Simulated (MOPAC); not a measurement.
MOPAC input (PM7):

```
PM7 PRECISE GNORM=0.05 LET XYZ UHF MS=0.5 GEO-OK AUX(PRECISION=9) THREADS=1
C2H5F2Ge

C     1.56104100 1    0.19161500 1   -1.15341200 1
Ge    0.02195900 1    0.00791000 1   -0.03296600 1
C    -1.74718800 1    0.34137200 1   -0.74436800 1
F     0.07089600 1   -1.60504100 1    0.63032700 1
F     0.21947300 1    1.03121400 1    1.37068600 1
H     2.38829400 1   -0.50212800 1   -1.07942300 1
H     1.66026900 1    1.00070300 1   -1.86559900 1
H    -1.80895000 1    1.36252600 1   -1.11908900 1
H    -1.96076700 1   -0.35414300 1   -1.55469900 1
H    -2.47797900 1    0.20644700 1    0.05128200 1
```

Output:

```
 *******************************************************************************
 **                                                                           **
 **                              MOPAC v23.2.5                                **
 **                                                                           **
 *******************************************************************************
 ** MOPAC's Digital Object Identifier: https://doi.org/10.5281/zenodo.6511958 **
 **                                                                           **
 ** Please cite the open-source release paper for use of this MOPAC version:  **
 ** J. E. Moussa and J. J. P. Stewart (2026)                                  **
 ** MOPAC: An open-source semiempirical molecular orbital program             **
 ** J. Open Source Softw., 11(119), 8025, https://doi.org/10.21105/joss.08025 **
 *******************************************************************************

                              PM7 CALCULATION RESULTS

 *******************************************************************************
 *  PM7        - The PM7 Hamiltonian to be used
 *  GEO-OK     - OVERRIDE INTERATOMIC DISTANCE AND OTHER SAFETY CHECKS
 *  UHF        - UNRESTRICTED HARTREE-FOCK CALCULATION
 *  MS=        - IN MECI, MAGNETIC COMPONENT OF SPIN =  0.5
 *  LET        - OVERRIDE SOME SAFETY CHECKS
 *  PRECISE    - TIGHTER CRITERIA TO BE USED
 *  XYZ        - CARTESIAN COORDINATE SYSTEM TO BE USED
 *  GNORM      - EXIT WHEN GRADIENT NORM DROPS BELOW 0.050
 *  AUX        - OUTPUT AUXILIARY INFORMATION
 *******************************************************************************
PM7 PRECISE GNORM=0.05 LET XYZ UHF MS=0.5 GEO-OK AUX(PRECISION=9) THREADS=1
 C2H5F2Ge

   ATOM   CHEMICAL          X               Y               Z
  NUMBER   SYMBOL      (ANGSTROMS)     (ANGSTROMS)     (ANGSTROMS)

     1       C          1.56104100  *   0.19161500  *  -1.15341200  *
     2      Ge          0.02195900  *   0.00791000  *  -0.03296600  *
     3       C         -1.74718800  *   0.34137200  *  -0.74436800  *
     4       F          0.07089600  *  -1.60504100  *   0.63032700  *
     5       F          0.21947300  *   1.03121400  *   1.37068600  *
     6       H          2.38829400  *  -0.50212800  *  -1.07942300  *
     7       H          1.66026900  *   1.00070300  *  -1.86559900  *
     8       H         -1.80895000  *   1.36252600  *  -1.11908900  *
     9       H         -1.96076700  *  -0.35414300  *  -1.55469900  *
    10       H         -2.47797900  *   0.20644700  *   0.05128200  *

          CARTESIAN COORDINATES

    NO.       ATOM           X           Y           Z

     1         C          1.5610      0.1916     -1.1534
     2        Ge          0.0220      0.0079     -0.0330
     3         C         -1.7472      0.3414     -0.7444
     4         F          0.0709     -1.6050      0.6303
     5         F          0.2195      1.0312      1.3707
     6         H          2.3883     -0.5021     -1.0794
     7         H          1.6603      1.0007     -1.8656
     8         H         -1.8090      1.3625     -1.1191
     9         H         -1.9608     -0.3541     -1.5547
    10         H         -2.4780      0.2064      0.0513

 General Reference for PM7:
 "Optimization of Parameters for Semiempirical Methods VI: More Modifications to the
 NDDO Approximations and Re-optimization of Parameters", J. J. P. Stewart, J. Mol. Mod., 1:32, 19 (2013)
 https://link.springer.com/article/10.1007/s00894-012-1667-x

           Empirical Formula: C2 H5 Ge F2  =    10 atoms

      MOLECULAR POINT GROUP   :   C1

          UHF CALCULATION, NO. OF ALPHA ELECTRONS =   16
                           NO. OF BETA  ELECTRONS =   15

          Geometry optimization using EF

          DIAGONAL MATRIX USED AS START HESSIAN

 CYCLE:     1  GRAD.:   104.131 HEAT: -74.40972
 CYCLE:     2  GRAD.:    58.413 HEAT: -90.43599
 CYCLE:     3  GRAD.:   195.999 HEAT: -77.47988
 CYCLE:     4  GRAD.:    63.359 HEAT: -94.24821
 CYCLE:     5  GRAD.:    99.125 HEAT: -90.89512
 CYCLE:     6  GRAD.:    63.458 HEAT: -93.98075
 CYCLE:     7  GRAD.:   115.138 HEAT: -88.38451
 CYCLE:     8  GRAD.:    27.942 HEAT: -95.65430
 CYCLE:     9  GRAD.:    72.589 HEAT: -92.81525
 CYCLE:    10  GRAD.:     9.892 HEAT: -96.05561
 CYCLE:    11  GRAD.:    41.744 HEAT: -95.38201
 CYCLE:    12  GRAD.:     3.957 HEAT: -96.10446
 CYCLE:    13  GRAD.:     9.657 HEAT: -96.06858
 CYCLE:    14  GRAD.:     2.273 HEAT: -96.12751
 CYCLE:    15  GRAD.:     5.956 HEAT: -96.12803
 CYCLE:    16  GRAD.:     3.780 HEAT: -96.15378
 CYCLE:    17  GRAD.:     5.061 HEAT: -96.19405
 CYCLE:    18  GRAD.:     4.100 HEAT: -96.24052
 CYCLE:    19  GRAD.:     4.233 HEAT: -96.27576
 CYCLE:    20  GRAD.:     1.636 HEAT: -96.29412
 CYCLE:    21  GRAD.:     1.265 HEAT: -96.30387
 CYCLE:    22  GRAD.:     4.602 HEAT: -96.34683
 CYCLE:    23  GRAD.:     2.506 HEAT: -96.37075
 CYCLE:    24  GRAD.:     2.961 HEAT: -96.39188
 CYCLE:    25  GRAD.:     4.859 HEAT: -96.41990
 CYCLE:    26  GRAD.:     6.562 HEAT: -96.45097
 CYCLE:    27  GRAD.:     6.569 HEAT: -96.52269
 CYCLE:    28  GRAD.:     3.168 HEAT: -96.57814
 CYCLE:    29  GRAD.:    20.221 HEAT: -96.39770
 CYCLE:    30  GRAD.:     4.780 HEAT: -96.64164
 CYCLE:    31  GRAD.:     1.530 HEAT: -96.66867
 CYCLE:    32  GRAD.:     4.455 HEAT: -96.68934
 CYCLE:    33  GRAD.:     2.798 HEAT: -96.69997
 CYCLE:    34  GRAD.:     2.716 HEAT: -96.71413
 CYCLE:    35  GRAD.:     2.709 HEAT: -96.71786
 CYCLE:    36  GRAD.:     1.268 HEAT: -96.72595
 CYCLE:    37  GRAD.:     1.533 HEAT: -96.73805
 CYCLE:    38  GRAD.:     1.044 HEAT: -96.74378
 CYCLE:    39  GRAD.:     1.990 HEAT: -96.74748
 CYCLE:    40  GRAD.:     1.378 HEAT: -96.75058
 CYCLE:    41  GRAD.:     0.691 HEAT: -96.75464
 CYCLE:    42  GRAD.:     1.139 HEAT: -96.75702
 CYCLE:    43  GRAD.:     0.554 HEAT: -96.75861
 CYCLE:    44  GRAD.:     0.414 HEAT: -96.75943
 CYCLE:    45  GRAD.:     0.475 HEAT: -96.75984
 CYCLE:    46  GRAD.:     0.265 HEAT: -96.76015
 CYCLE:    47  GRAD.:     0.224 HEAT: -96.76022
 CYCLE:    48  GRAD.:     0.082 HEAT: -96.76033
 CYCLE:    49  GRAD.:     0.047 HEAT: -96.76036

     GRADIENT =  0.04747 IS LESS THAN CUTOFF =  0.05000

 -------------------------------------------------------------------------------
 PM7 PRECISE GNORM=0.05 LET XYZ UHF MS=0.5 GEO-OK AUX(PRECISION=9) THREADS=1
 C2H5F2Ge

     GEOMETRY OPTIMISED USING EIGENVECTOR FOLLOWING (EF).
     SCF FIELD WAS ACHIEVED

                              PM7 CALCULATION
                                                       MOPAC v23.2.5 Linux

          FINAL HEAT OF FORMATION =        -96.76036 KCAL/MOL =    -404.84534 KJ/MOL

          COSMO AREA              =        118.71 SQUARE ANGSTROMS
          COSMO VOLUME            =        107.27 CUBIC ANGSTROMS

          GRADIENT NORM           =          0.04747          =       0.01501 PER ATOM
          IONIZATION POTENTIAL    =          9.847094 EV
          ALPHA SOMO LUMO (EV)    =         -9.847 -0.690
          BETA  SOMO LUMO (EV)    =        -10.182 -0.725
          NO. OF ALPHA ELECTRONS  =         16
          NO. OF BETA  ELECTRONS  =         15
          MOLECULAR WEIGHT        =        139.6483         POINT GROUP:  Cs

          MOLECULAR DIMENSIONS (Angstroms)

            Atom       Atom       Distance
            H    10    H     7     4.69164
            H     8    F     4     3.62662
            F     5    H     9     3.19763

          SCF CALCULATIONS        =         50

   ATOM   CHEMICAL          X               Y               Z
  NUMBER   SYMBOL      (ANGSTROMS)     (ANGSTROMS)     (ANGSTROMS)

     1       C          1.48411443  *   0.19703287  *  -1.15693978  *
     2      Ge          0.04837519  *  -0.01705705  *   0.08340858  *
     3       C         -1.69688503  *   0.28711297  *  -0.77851541  *
     4       F          0.07045548  *  -1.35588143  *   0.65036106  *
     5       F          0.19853216  *   0.91401671  *   1.19023326  *
     6       H          1.83700684  *  -0.64597704  *  -1.69218542  *
     7       H          1.93228697  *   1.14972997  *  -1.27158510  *
     8       H         -1.73716166  *   1.31809975  *  -1.12090081  *
     9       H         -1.79940595  *  -0.40633970  *  -1.60901175  *
    10       H         -2.47130470  *   0.10545161  *  -0.03492870  *

                             CARTESIAN COORDINATES

   1    C        1.484114426     0.197032875    -1.156939782
   2   Ge        0.048375194    -0.017057051     0.083408579
   3    C       -1.696885026     0.287112968    -0.778515407
   4    F        0.070455484    -1.355881433     0.650361057
   5    F        0.198532165     0.914016709     1.190233261
   6    H        1.837006835    -0.645977045    -1.692185419
   7    H        1.932286965     1.149729970    -1.271585102
   8    H       -1.737161661     1.318099748    -1.120900810
   9    H       -1.799405947    -0.406339699    -1.609011749
  10    H       -2.471304696     0.105451613    -0.034928701

           Empirical Formula: C2 H5 Ge F2  =    10 atoms

      MOLECULAR POINT GROUP   :   Cs

          ALPHA EIGENVALUES
 -38.93525 -38.75958 -24.90609 -23.54309 -19.19577 -15.68918 -15.36598 -15.20500
 -14.56151 -14.39238 -14.02405 -13.96408 -13.07415 -11.59953 -10.62013  -9.84709
  -0.68954  -0.15591   0.26517   1.85820   5.62604   5.69850   5.98425   6.13523
   6.71308

           BETA EIGENVALUES
 -38.93387 -38.75168 -24.88036 -23.13291 -19.14012 -15.68950 -15.28405 -15.19192
 -14.54490 -14.24698 -14.00850 -13.95444 -13.04706 -11.28625 -10.18185  -0.72473
  -0.64357   0.41658   0.91006   2.12285   5.63511   5.70719   6.18723   6.40319
   6.71758

              NET ATOMIC CHARGES AND DIPOLE CONTRIBUTIONS

  ATOM NO.   TYPE          CHARGE      No. of ELECS.   s-Pop       p-Pop
    1          C          -0.314943        4.3149     1.13986     3.17508
    2         Ge           0.886695        3.1133     1.08939     2.02392
    3          C          -0.479206        4.4792     1.05128     3.42793
    4          F          -0.440246        7.4402     1.92207     5.51817
    5          F          -0.440273        7.4403     1.92208     5.51819
    6          H           0.148634        0.8514     0.85137
    7          H           0.148587        0.8514     0.85141
    8          H           0.160248        0.8398     0.83975
    9          H           0.159458        0.8405     0.84054
   10          H           0.171046        0.8290     0.82895
 DIPOLE           X         Y         Z       TOTAL
 POINT-CHG.    -0.757     1.052    -4.234     4.428
 HYBRID         0.217    -0.195     0.772     0.826
 SUM           -0.540     0.857    -3.462     3.607

          ATOMIC ORBITAL ELECTRON POPULATIONS

     Atom    s        px        py        pz
    1  C   1.13986   1.03216   1.11910   1.02383
    2 Ge   1.08939   0.97109   0.39848   0.65435
    3  C   1.05128   1.10646   1.16289   1.15858
    4  F   1.92207   1.96190   1.66206   1.89422
    5  F   1.92208   1.95888   1.78834   1.77098
    6  H   0.85137
    7  H   0.85141
    8  H   0.83975
    9  H   0.84054
   10  H   0.82895

                    (SZ)    =    0.500000
                    (S**2)  =    0.759899

          ATOMIC ORBITAL SPIN POPULATIONS

    Atom   Total    s     px     py     pz
         Atomic
    1  C  1.1088  0.034  0.460  0.072  0.542
    2 Ge -0.0967 -0.013 -0.053 -0.003 -0.028
    3  C  0.0512  0.006  0.035  0.003  0.007
    4  F  0.0002  0.000 -0.003  0.006 -0.002
    5  F  0.0003  0.000 -0.003  0.004 -0.001
    6  H -0.0293 -0.029
    7  H -0.0293 -0.029
    8  H -0.0016 -0.002
    9  H -0.0016 -0.002
   10  H -0.0022 -0.002

 **********************
 *                    *
 * JOB ENDED NORMALLY *
 *                    *
 **********************

 == MOPAC DONE ==
```

The geometry given is a B3LYP-D3(BJ)/def2-TZVP minimum.
